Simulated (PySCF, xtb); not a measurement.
FH5SSi2, SMILES F[SiH2]S[SiH3].

GFN2-xTB run with xtb at its own geometry gives an orbital gap of 4.47 eV and a dipole moment of 2.03 D.

Coordinates come from a ωB97X-D3(BJ)/def2-SVP optimisation. This is a generated structure with no PubChem entry under its InChIKey; it may be hypothetical. Other conformers were not sampled.

Problem. What does PBE/def2-TZVP (PySCF) give? (Estimate from the structure and the level; the computed values follow.)

Solution. gap 5.39 eV (levels -6.63 and -1.24 eV), dipole 0.81 D.
